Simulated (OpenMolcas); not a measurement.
## A ladder of methods for BSiH3ClO (SMILES [SiH3]O[B]Cl)

BSiH3ClO: 7 atoms, total charge 0, spin state doublet. As SMILES, `[SiH3]O[B]Cl`. Geometry: relaxed at PBE0-D4/def2-TZVP. This is one conformer, not always the lowest.

```xyz
7

Si   -0.5730    0.7754    0.3748
O     0.0449   -0.6484   -0.2336
B     1.2562   -1.0421   -0.5966
Cl    1.6050   -2.6368   -1.2191
H    -1.2013    0.4568    1.6761
H     0.5156    1.7666    0.5412
H    -1.5863    1.2604   -0.5884
```

Each level gives the dipole moment (D). The values are calculated.

```tsv
level	kind	program	value (D)	CPU time
UHF/cc-pVDZ	Hartree–Fock	OpenMolcas	2.40	4.6 s
UBLYP/cc-pVDZ	GGA	OpenMolcas	2.02	23 s
UPBE/cc-pVDZ	GGA	OpenMolcas	2.08	22 s
U-r2SCAN/cc-pVDZ	meta-GGA	OpenMolcas	2.16	29 s
UM06-L/cc-pVDZ	meta-GGA	OpenMolcas	2.30	28 s
UB3LYP/cc-pVDZ	global hybrid	OpenMolcas	2.14	22 s
UBHLYP/cc-pVDZ	global hybrid	OpenMolcas	2.26	22 s
UPBE0/cc-pVDZ	global hybrid	OpenMolcas	2.21	22 s
```

The values span 2.02 to 2.40 D. Magnitudes only. CPU times are rough (shared hosts, several kinds of processor): they show what a rung costs within a factor of a few.
